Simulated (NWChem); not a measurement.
Everything below was run with NWChem. System: H$_{4}$BClO, charge 1, spin multiplicity 2, at the geometry of a parent with another charge or spin, in a state set for the comparison that need not be this species' ground state. Its SCF solution wasn't tested for a lower state. Level: UMP2/aug-cc-pVDZ, 7 core orbitals frozen.

Job file:

```
start mol
memory heap 200 mb stack 900 mb global 1100 mb
charge 1
geometry units angstroms nocenter noautoz noautosym
  B     -0.938253     0.113269     0.000000
  H     -1.534269     0.264591     1.039052
  H     -1.534269     0.264591    -1.039052
  Cl     0.758665     0.859024     0.000000
  O     -0.625740    -1.532264     0.000000
  H     -0.065793    -1.720413     0.773929
  H     -0.065793    -1.720413    -0.773929
end
basis spherical
  * library aug-cc-pvdz
end
scf
  uhf
  nopen 1
  maxiter 100
  thresh 1e-7
  semidirect memsize 60000000 filesize 0
  # guess.movecs holds the orbitals of an unrestricted PBE0 run
  vectors input guess.movecs output mol.movecs
end
mp2
  freeze core 7
end
task mp2 energy
```

NWChem printed:

```
             Northwest Computational Chemistry Package (NWChem) 7.3.0
             --------------------------------------------------------

                                NWChem Input Module
                                -------------------

 Scaling coordinates for geometry "geometry" by  1.889725989
 (inverse scale =  0.529177249)

                             Geometry "geometry" -> ""
                             -------------------------

 Output coordinates in angstroms (scale by  1.889725989 to convert to a.u.)

  No.       Tag          Charge          X              Y              Z
 ---- ---------------- ---------- -------------- -------------- --------------
    1 B                    5.0000    -0.93825300     0.11326900     0.00000000
    2 H                    1.0000    -1.53426900     0.26459100     1.03905200
    3 H                    1.0000    -1.53426900     0.26459100    -1.03905200
    4 Cl                  17.0000     0.75866500     0.85902400     0.00000000
    5 O                    8.0000    -0.62574000    -1.53226400     0.00000000
    6 H                    1.0000    -0.06579300    -1.72041300     0.77392900
    7 H                    1.0000    -0.06579300    -1.72041300    -0.77392900

 Effective nuclear repulsion energy (a.u.)      96.9137713080

            Nuclear Dipole moment (a.u.)
            ----------------------------
        X                 Y               Z
 ---------------- ---------------- ----------------
    -0.0000075589    -0.0000056692     0.0000000000


 Summary of "ao basis" -> "" (spherical)
 ------------------------------------------------------------------------------
       Tag                 Description            Shells   Functions and Types
 ---------------- ------------------------------  ------  ---------------------
 *                        aug-cc-pvdz                 on all atoms

 Summary of "ao basis" -> "ao basis" (spherical)
 ------------------------------------------------------------------------------
       Tag                 Description            Shells   Functions and Types
 ---------------- ------------------------------  ------  ---------------------
 B                        aug-cc-pvdz                9       23   4s3p2d
 H                        aug-cc-pvdz                5        9   3s2p
 Cl                       aug-cc-pvdz               11       27   5s4p2d
 O                        aug-cc-pvdz                9       23   4s3p2d

                                 NWChem SCF Module
                                 -----------------

  ao basis        = "ao basis"
  functions       =   109
  atoms           =     7
  alpha electrons =    17
  beta  electrons =    16
  charge          =   1.00
  wavefunction    = UHF
  use symmetry    = F
  symmetry adapt  = F

 Summary of "ao basis" -> "ao basis" (spherical)
 ------------------------------------------------------------------------------
       Tag                 Description            Shells   Functions and Types
 ---------------- ------------------------------  ------  ---------------------
 B                        aug-cc-pvdz                9       23   4s3p2d
 H                        aug-cc-pvdz                5        9   3s2p
 Cl                       aug-cc-pvdz               11       27   5s4p2d
 O                        aug-cc-pvdz                9       23   4s3p2d

 Forming initial guess at       0.1s

 Starting SCF solution at       0.1s

 ----------------------------------------------
         Quadratically convergent UHF

 Convergence threshold     :          1.000E-07
 Maximum no. of iterations :          100
 Integral*density screening:          1.000E-09
 ----------------------------------------------

              iter       energy          gnorm     gmax       time
             ----- ------------------- --------- --------- --------
                 1     -561.0435997806  4.26D-01  8.14D-02      3.7
  ga_iter_lsolve: convergence stagnant ... aborting solve

 Disabled NR: increased maxiter to 110

                 2     -561.0616453445  1.19D-01  3.28D-02      4.9
                 3     -561.0667629039  1.04D-01  2.39D-02      5.4
                 4     -561.0690734306  6.35D-02  1.19D-02      6.0
                 5     -561.0698530784  2.73D-02  3.49D-03      6.6
                 6     -561.0699687394  1.31D-02  1.76D-03      6.8
                 7     -561.0699924376  4.49D-03  8.53D-04      7.3
                 8     -561.0699972489  2.36D-03  3.89D-04      7.8
                 9     -561.0699979435  7.17D-04  1.36D-04      8.3
                10     -561.0699980125  2.24D-04  4.54D-05      8.8
                11     -561.0699980236  1.65D-04  2.64D-05      9.3
                12     -561.0699980280  6.79D-05  9.33D-06      9.7
                13     -561.0699980287  2.28D-05  3.19D-06     10.0
                14     -561.0699980288  1.10D-05  1.93D-06     10.5
                15     -561.0699980289  4.75D-06  8.26D-07     10.9
                16     -561.0699980289  3.03D-06  4.18D-07     11.4
                17     -561.0699980289  1.26D-06  2.23D-07     11.7
                18     -561.0699980289  6.35D-07  1.03D-07     12.1
                19     -561.0699980289  2.97D-07  5.41D-08     12.6
                20     -561.0699980289  9.81D-08  2.10D-08     12.9

       Final UHF  results
       ------------------

         Total SCF energy =   -561.069998028865
      One electron energy =   -957.148749578324
      Two electron energy =    299.164980241474
 Nuclear repulsion energy =     96.913771307985

                       Sz =      0.5000
[...]
    24      0.197562  2 H  s                 33      0.197562  3 H  s
    74     -0.186508  5 O  py                 8     -0.150549  1 B  px

 Vector   16  Occ=1.000000D+00  E=-7.051474D-01
              MO Center= -1.0D+00,  2.3D-01, -9.1D-09, r^2= 1.8D+00
   Bfn.  Coefficient  Atom+Function         Bfn.  Coefficient  Atom+Function
  ----- ------------  ---------------      ----- ------------  ---------------
     7      0.431827  1 B  pz                10      0.340601  1 B  pz
    24      0.284535  2 H  s                 33     -0.284535  3 H  s

 Vector   17  Occ=0.000000D+00  E=-3.074117D-01
              MO Center=  5.1D-01,  7.6D-01,  2.2D-10, r^2= 2.1D+00
   Bfn.  Coefficient  Atom+Function         Bfn.  Coefficient  Atom+Function
  ----- ------------  ---------------      ----- ------------  ---------------
    52      0.502908  4 Cl pz                55      0.502859  4 Cl pz
    10     -0.206202  1 B  pz

 Vector   18  Occ=0.000000D+00  E=-1.207962D-01
              MO Center=  5.6D-01, -1.8D+00,  5.1D-10, r^2= 8.4D+00
   Bfn.  Coefficient  Atom+Function         Bfn.  Coefficient  Atom+Function
  ----- ------------  ---------------      ----- ------------  ---------------
     4      1.104498  1 B  s                 94     -0.621459  6 H  s
   103     -0.621459  7 H  s                 26     -0.516331  2 H  s
    35     -0.516331  3 H  s                  3      0.389222  1 B  s
    11     -0.326510  1 B  px                80     -0.226098  5 O  py
    71      0.204650  5 O  s

 Vector   19  Occ=0.000000D+00  E=-8.118496D-02
              MO Center=  1.6D-01, -1.2D+00, -3.8D-09, r^2= 1.6D+01
   Bfn.  Coefficient  Atom+Function         Bfn.  Coefficient  Atom+Function
  ----- ------------  ---------------      ----- ------------  ---------------
    26     -1.963973  2 H  s                 35      1.963973  3 H  s
    13      1.789420  1 B  pz                94      1.072491  6 H  s
   103     -1.072491  7 H  s                 10      0.299021  1 B  pz
    81     -0.263043  5 O  pz                25     -0.249312  2 H  s
    34      0.249312  3 H  s

 center of mass
 --------------
 x =   0.08492624 y =   0.11003325 z =   0.00000000

 moments of inertia (a.u.)
 ------------------
         259.850893380091        -129.246319793122           0.000000000000
        -129.246319793122         157.431469008528           0.000000000000
           0.000000000000           0.000000000000         393.117253549008

  Mulliken analysis of the total density
  --------------------------------------

    Atom       Charge   Shell Charges
 -----------   ------   -------------------------------------------------------
    1 B    5     4.78   2.01  0.59  0.18 -0.12  1.43  0.53  0.04  0.13 -0.01
    2 H    1     0.72   0.73 -0.07  0.00  0.02  0.05
    3 H    1     0.72   0.73 -0.07  0.00  0.02  0.05
    4 Cl  17    16.86   2.00  2.02  0.98  1.01  0.04  6.00  2.91  1.85 -0.01  0.02  0.03
    5 O    8     8.46   2.00  0.83  0.85  0.18  2.84  1.66  0.10  0.01 -0.01
    6 H    1     0.73   0.68 -0.04  0.00  0.08  0.00
    7 H    1     0.73   0.68 -0.04  0.00  0.08  0.00

  Mulliken analysis of the alpha density
  --------------------------------------

    Atom       Charge   Shell Charges
 -----------   ------   -------------------------------------------------------
    1 B    5     2.33   1.00  0.29  0.07 -0.06  0.71  0.24  0.02  0.07 -0.01
    2 H    1     0.40   0.39 -0.03  0.00  0.01  0.02
    3 H    1     0.40   0.39 -0.03  0.00  0.01  0.02
    4 Cl  17     8.92   1.00  1.01  0.50  0.51  0.02  3.00  1.77  1.10 -0.00  0.01  0.01
    5 O    8     4.23   1.00  0.42  0.42  0.09  1.42  0.83  0.05  0.01 -0.00
    6 H    1     0.36   0.34 -0.02  0.00  0.04  0.00
    7 H    1     0.36   0.34 -0.02  0.00  0.04  0.00

   Mulliken analysis of the beta density
   -------------------------------------

    Atom       Charge   Shell Charges
 -----------   ------   -------------------------------------------------------
    1 B    5     2.45   1.00  0.30  0.11 -0.06  0.73  0.29  0.02  0.06  0.00
    2 H    1     0.33   0.33 -0.04  0.00  0.01  0.02
    3 H    1     0.33   0.33 -0.04  0.00  0.01  0.02
    4 Cl  17     7.93   1.00  1.01  0.48  0.50  0.02  3.00  1.14  0.75 -0.00  0.01  0.01
    5 O    8     4.24   1.00  0.42  0.42  0.09  1.42  0.83  0.05  0.01 -0.00
    6 H    1     0.36   0.34 -0.02  0.00  0.04  0.00
    7 H    1     0.36   0.34 -0.02  0.00  0.04  0.00

   Mulliken analysis of the spin density
   -------------------------------------

    Atom       Charge   Shell Charges
 -----------   ------   -------------------------------------------------------
    1 B    5    -0.13  -0.00 -0.01 -0.04 -0.00 -0.02 -0.04  0.00  0.01 -0.02
    2 H    1     0.07   0.06  0.01 -0.00  0.00  0.00
    3 H    1     0.07   0.06  0.01 -0.00  0.00  0.00
    4 Cl  17     0.99  -0.00  0.00  0.01  0.01  0.00 -0.00  0.63  0.35 -0.00 -0.00 -0.00
    5 O    8    -0.01  -0.00 -0.00  0.00 -0.00 -0.00  0.00 -0.00  0.00 -0.00
    6 H    1    -0.00   0.00 -0.00 -0.00 -0.00  0.00
    7 H    1    -0.00   0.00 -0.00 -0.00 -0.00  0.00

       Multipole analysis of the density wrt the origin
       ------------------------------------------------

     L   x y z        total         alpha         beta         nuclear
     -   - - -        -----         -----         ----         -------
     0   0 0 0      1.000000    -17.000000    -16.000000     34.000000

     1   1 0 0      0.600877     -0.200293      0.801178     -0.000008
     1   0 1 0     -0.695196     -1.089603      0.394412     -0.000006
     1   0 0 1      0.000000     -0.000000      0.000000      0.000000

     2   2 0 0    -16.437147    -49.339224    -45.787582     78.689659
     2   1 1 0      0.182802    -32.417936    -30.366358     62.967096
     2   1 0 1     -0.000000      0.000000     -0.000000      0.000000
     2   0 2 0    -11.716176    -74.147791    -71.308848    133.740464
     2   0 1 1      0.000000     -0.000000      0.000000      0.000000
     2   0 0 2    -14.823611    -14.633778    -12.178575     11.988743

                   NWChem MP2 Semi-direct Energy/Gradient Module
                   ---------------------------------------------

  Basis functions       =    109
  Molecular orbitals    =    109
  Frozen core           =      7
  Frozen virtuals       =      0
  Active alpha occupied =     10
  Active beta occupied  =      9
  Active alpha virtual  =     92
  Active beta virtual   =     93
  Use MO symmetry       = F
  Use skeleton AO sym   = F

  AO/Fock/Back tols     =   1.0D-09  1.0D-09  1.0D-09

 GA uses MA = F    GA memory limited = T

 Available:
  local mem=  1.26D+08
 global mem=  1.44D+08
 local disk=  0.00D+00
  mp2_memr nvloc                    92
  nvloc new                    92
   1 passes of  10:        3145728                      47697                  18772750.
   1 passes of  10: M    126151700           G      144155438           F     123005972.

 Semi-direct pass number   1 of   1  for UHF alpha       at       13.0s
  vrange nnbf                  5995
  mp2_eaftype                    71  avail_ma_in_mb                  1099
 EAF : mp2_eaftype filesize          71    9386375.
  mp2_eaf for mointskh                     71
Node 0 wrote     44.1 Mb in      0.0 s     Agg I/O rate:  1430.6 Mb/s
 Done moints_semi at       21.0s
  mp2_eaftype                    71  avail_ma_in_mb                  1028
 EAF : mp2_eaftype filesize          71    9386375.
  mp2_eaf for kh                    71
 Done maket at       21.3s
 Done multipass loop at       21.3s

 GA uses MA = F    GA memory limited = T

 Available:
  local mem=  1.26D+08
 global mem=  1.44D+08
 local disk=  0.00D+00
  mp2_memr nvloc                    93
  nvloc new                    93
   1 passes of   9:        3145728                      45580                  17080961.
   1 passes of   9: M    126151700           G      144155438           F     123005972.

 Semi-direct pass number   1 of   1  for UHF beta        at       21.3s
  vrange nnbf                  5995
  mp2_eaftype                    65  avail_ma_in_mb                  1099
 EAF : mp2_eaftype filesize          65    8540480.
  mp2_eaf for mointskh                     65
Node 0 wrote     40.1 Mb in      0.0 s     Agg I/O rate:  1483.7 Mb/s
 Done moints_semi at       29.2s
  mp2_eaftype                    65  avail_ma_in_mb                  1034
 EAF : mp2_eaftype filesize          65    8540480.
  mp2_eaf for kh                    65
 Done maket at       29.4s
 Done multipass loop at       29.4s

          -------------------------------------------
          SCF energy                -561.069998028865
          Correlation energy          -0.433141763514
          Singlet pairs                0.000000000000
          Triplet pairs                0.000000000000
          Total MP2 energy          -561.503139792379
          -------------------------------------------

          ---------------------------------------------------
                    Spin Component Scaled (SCS) MP2
          Same spin pairs                     -0.105327431030
          Same spin scaling factor             0.333333333333
          Opposite spin pairs                 -0.327814332483
          Opposite spin scaling fact.          1.200000000000
          SCS-MP2 correlation energy          -0.428486342657
          Total SCS-MP2 energy              -561.498484371522
          ---------------------------------------------------

 -----------------------
 Performance information
 -----------------------

 Timer overhead =  1.91D-07 seconds/call

               Nr. of calls         CPU time (s)                 Wall time (s)                GFlops
             ---------------    -------------------     ------------------------------   -------------------
Name         Min   Avg   Max    Min     Avg     Max     Min     Avg     Max   Mx/calls   Min     Max     Sum
mp2: moin     2     2     2    16.     16.     16.      16.     16.     16.     8.0      0.0     0.0     0.0
mp2: make     2     2     2   0.46    0.46    0.46     0.46    0.46    0.46    0.23      0.0     0.0     0.0
mp2: tota     1     1     1    16.     16.     16.      16.     16.     16.     16.      0.0     0.0     0.0

 The average no. of pstat calls per process was 5.00D+00
 with a timing overhead of 9.57D-07s

 Task  times  cpu:       29.3s     wall:       29.3s

 Total times  cpu:       29.4s     wall:       29.4s
```
